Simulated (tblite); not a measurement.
Record of a relaxation.

C4H4AlCl3O2.
SMILES with atom numbers: `[Cl:1][C:2]([Cl:3])([Cl:4])[C:5]1=[CH:6][O:7][AlH2-:8][O+:9]=[CH:10]1` (hydrogens: H11 on C6; H12, H13 on Al8; H14 on C10)
Bond orders are those of one Lewis drawing.

Computed with GFN2-xTB (tblite), gas phase: L-BFGS steps from a force-field or distance-geometry start until the largest atomic force falls under 0.01 eV/Å. 6 of its 53 geometries are shown.

Step 0: E = -911.4728 eV, largest atomic force 6.682 eV/Å
```
atom  x, y, z in Å  |  force x, y, z in eV/Å
Cl1    -2.743   -1.588   -0.455   -1.009   0.140  -0.381
C2     -2.081    0.022   -0.199    0.272  -0.015   0.932
Cl3    -2.626    1.195   -1.371   -0.102   0.027  -0.468
Cl4    -2.687    0.562    1.407   -0.204   0.121   0.271
C5     -0.573   -0.036   -0.073   -1.614   3.475  -0.087
C6     -0.021   -1.216   -0.197    5.342  -4.012  -0.120
O7      1.334   -1.488   -0.131   -3.527   2.002  -0.028
Al8     2.471   -0.043    0.156    1.774  -1.102   0.338
O9      1.326    1.402    0.258   -0.389  -0.897  -0.224
C10     0.093    1.220    0.142    0.030  -0.147  -0.038
H11    -0.673   -2.090   -0.362    0.858   0.122   0.054
H12     3.541    0.096   -1.008   -0.669   0.199   0.095
H13     3.162   -0.164    1.603   -0.586   0.215  -0.348
H14    -0.525    2.127    0.207   -0.175  -0.127   0.004
```

Step 10: E = -912.4838 eV, largest atomic force 0.186 eV/Å
```
atom  x, y, z in Å  |  force x, y, z in eV/Å
Cl1    -2.883   -1.524   -0.499   -0.039  -0.003   0.009
C2     -2.130    0.035   -0.144    0.006  -0.018   0.057
Cl3    -2.656    1.186   -1.401   -0.037   0.076   0.021
Cl4    -2.742    0.593    1.451   -0.042   0.028  -0.087
C5     -0.637   -0.020   -0.092   -0.065   0.100   0.001
C6      0.074   -1.209   -0.196    0.066  -0.173   0.017
O7      1.327   -1.301   -0.112    0.008   0.019  -0.006
Al8     2.624   -0.061    0.197    0.115   0.049   0.036
O9      1.322    1.236    0.211   -0.010   0.019  -0.028
C10     0.075    1.171    0.119    0.063   0.025   0.030
H11    -0.490   -2.132   -0.354    0.010  -0.140  -0.028
H12     3.485    0.102   -1.071   -0.043  -0.008   0.066
H13     3.121   -0.182    1.654    0.005  -0.014  -0.084
H14    -0.491    2.105    0.214   -0.038   0.040  -0.005
```

Step 21: E = -912.4907 eV, largest atomic force 0.026 eV/Å
```
atom  x, y, z in Å  |  force x, y, z in eV/Å
Cl1    -2.894   -1.516   -0.499   -0.010   0.005  -0.001
C2     -2.134    0.038   -0.140    0.003  -0.001  -0.008
Cl3    -2.657    1.206   -1.390    0.015  -0.006  -0.002
Cl4    -2.765    0.611    1.438    0.008  -0.008  -0.009
C5     -0.641   -0.029   -0.087    0.014  -0.013   0.017
C6      0.079   -1.222   -0.192   -0.010   0.003   0.007
O7      1.333   -1.295   -0.108   -0.008   0.018   0.005
Al8     2.632   -0.049    0.201   -0.015   0.008  -0.012
O9      1.319    1.240    0.204    0.010  -0.013   0.005
C10     0.071    1.164    0.119    0.000   0.008   0.006
H11    -0.468   -2.157   -0.357   -0.016  -0.015  -0.002
H12     3.485    0.104   -1.064    0.005   0.008  -0.010
H13     3.139   -0.192    1.643    0.017  -0.005   0.008
H14    -0.500    2.097    0.210   -0.013   0.012  -0.004
```

Step 31: E = -912.4913 eV, largest atomic force 0.019 eV/Å
```
atom  x, y, z in Å  |  force x, y, z in eV/Å
Cl1    -2.903   -1.512   -0.504    0.011  -0.008   0.000
C2     -2.135    0.037   -0.141    0.015   0.004  -0.004
Cl3    -2.641    1.206   -1.396   -0.006   0.006  -0.001
Cl4    -2.769    0.612    1.435   -0.009   0.006  -0.004
C5     -0.642   -0.032   -0.078    0.005   0.002   0.001
C6      0.077   -1.224   -0.185   -0.003  -0.001  -0.001
O7      1.332   -1.295   -0.102   -0.004  -0.001   0.001
Al8     2.632   -0.046    0.198    0.000  -0.007   0.000
O9      1.317    1.239    0.212    0.000  -0.010   0.005
C10     0.069    1.162    0.123    0.001   0.003  -0.001
H11    -0.469   -2.160   -0.354    0.000  -0.002   0.006
H12     3.482    0.115   -1.069   -0.009   0.007  -0.015
H13     3.156   -0.197    1.634    0.004  -0.001   0.010
H14    -0.504    2.095    0.204   -0.004   0.001   0.003
```

Step 42: E = -912.4921 eV, largest atomic force 0.017 eV/Å
```
atom  x, y, z in Å  |  force x, y, z in eV/Å
Cl1    -2.897   -1.511   -0.517   -0.005   0.001  -0.003
C2     -2.134    0.039   -0.148    0.010  -0.002  -0.004
Cl3    -2.621    1.207   -1.413   -0.004  -0.005  -0.006
Cl4    -2.791    0.621    1.415    0.002   0.001   0.003
C5     -0.642   -0.035   -0.068   -0.001   0.010  -0.001
C6      0.075   -1.229   -0.169    0.000   0.000  -0.003
O7      1.330   -1.300   -0.088   -0.003  -0.009   0.003
Al8     2.632   -0.050    0.194    0.003   0.002   0.007
O9      1.317    1.231    0.242   -0.008   0.002  -0.002
C10     0.071    1.158    0.137   -0.005   0.008  -0.004
H11    -0.474   -2.164   -0.333    0.010  -0.001   0.006
H12     3.444    0.147   -1.095    0.003  -0.006  -0.006
H13     3.191   -0.209    1.616    0.005  -0.007  -0.002
H14    -0.500    2.093    0.204   -0.007   0.007   0.014
```

Step 52: E = -912.4925 eV, largest atomic force 0.010 eV/Å
```
atom  x, y, z in Å  |  force x, y, z in eV/Å
Cl1    -2.895   -1.511   -0.525    0.000  -0.002   0.001
C2     -2.133    0.039   -0.157   -0.002  -0.002  -0.003
Cl3    -2.616    1.203   -1.428    0.003   0.000  -0.001
Cl4    -2.797    0.625    1.402   -0.003   0.001   0.001
C5     -0.642   -0.033   -0.070   -0.004   0.006   0.007
C6      0.076   -1.227   -0.161   -0.004   0.002  -0.005
O7      1.330   -1.299   -0.076   -0.006  -0.004   0.000
Al8     2.633   -0.048    0.192    0.004   0.005   0.003
O9      1.314    1.233    0.254    0.004  -0.002   0.005
C10     0.068    1.160    0.144    0.004   0.001  -0.004
H11    -0.473   -2.164   -0.316    0.004  -0.001   0.002
H12     3.426    0.152   -1.108    0.004  -0.003  -0.003
H13     3.213   -0.224    1.603   -0.004   0.004  -0.006
H14    -0.504    2.094    0.222   -0.002  -0.005   0.005
```

Q: Summarise the path.

A: The energy falls by 1.0198 eV from step 0 to step 52; nine tenths of that is first reached at step 5. It falls at every step. The largest force goes from 6.682 to 0.010 eV/Å. Among the bonds C6–O7 changes most, from 1.384 to 1.259 Å; the atoms move by 0.135 Å rms after alignment.

Q: Follow the three bonds and two angles with the largest change from start to end.

A: 
| step | E above end (eV) | largest force (eV/Å) | C6–O7 (Å) | C5=C6 (Å) | Al8–H13 (Å) | C6–O7–Al8 (°) | O7–Al8–O9 (°) |
| --- | --- | --- | --- | --- | --- | --- | --- |
| 0 | 1.0198 | 6.682 | 1.384 | 1.309 | 1.608 | 116.9 | 103.7 |
| 2 | 0.3777 | 1.163 | 1.252 | 1.415 | 1.563 | 122.8 | 99.1 |
| 5 | 0.0836 | 0.639 | 1.258 | 1.394 | 1.491 | 129.7 | 90.1 |
| 7 | 0.0267 | 0.367 | 1.257 | 1.400 | 1.526 | 131.9 | 88.6 |
| 9 | 0.0123 | 0.200 | 1.258 | 1.391 | 1.543 | 131.9 | 88.8 |
| 11 | 0.0061 | 0.120 | 1.259 | 1.392 | 1.542 | 132.5 | 88.4 |
| 14 | 0.0035 | 0.051 | 1.259 | 1.398 | 1.538 | 132.9 | 88.3 |
| 16 | 0.0027 | 0.044 | 1.259 | 1.397 | 1.538 | 132.8 | 88.5 |
| 18 | 0.0022 | 0.035 | 1.259 | 1.397 | 1.537 | 132.7 | 88.5 |
| 20 | 0.0020 | 0.030 | 1.259 | 1.397 | 1.536 | 132.8 | 88.4 |
| 23 | 0.0017 | 0.031 | 1.259 | 1.397 | 1.538 | 132.9 | 88.3 |
| 25 | 0.0016 | 0.018 | 1.259 | 1.397 | 1.539 | 133.0 | 88.2 |
| 27 | 0.0015 | 0.024 | 1.259 | 1.396 | 1.538 | 133.1 | 88.2 |
| 29 | 0.0014 | 0.019 | 1.259 | 1.397 | 1.536 | 133.0 | 88.2 |
| 32 | 0.0012 | 0.020 | 1.259 | 1.397 | 1.537 | 132.9 | 88.3 |
| 34 | 0.0011 | 0.032 | 1.259 | 1.397 | 1.538 | 132.9 | 88.3 |
| 36 | 0.0008 | 0.032 | 1.259 | 1.397 | 1.538 | 132.8 | 88.3 |
| 38 | 0.0006 | 0.021 | 1.259 | 1.397 | 1.537 | 132.8 | 88.3 |
| 41 | 0.0004 | 0.019 | 1.259 | 1.396 | 1.536 | 132.9 | 88.3 |
| 43 | 0.0004 | 0.017 | 1.259 | 1.396 | 1.536 | 133.0 | 88.3 |
| 45 | 0.0003 | 0.026 | 1.259 | 1.397 | 1.536 | 133.0 | 88.3 |
| 47 | 0.0001 | 0.020 | 1.259 | 1.397 | 1.536 | 132.9 | 88.3 |
| 50 | 0.0000 | 0.016 | 1.259 | 1.397 | 1.537 | 132.9 | 88.3 |
| 52 | 0.0000 | 0.010 | 1.259 | 1.397 | 1.537 | 133.0 | 88.3 |

The cost below is that of the whole relaxation. On an AMD EPYC with one thread, no GPU, on a shared host, this took 2.1 s wall.
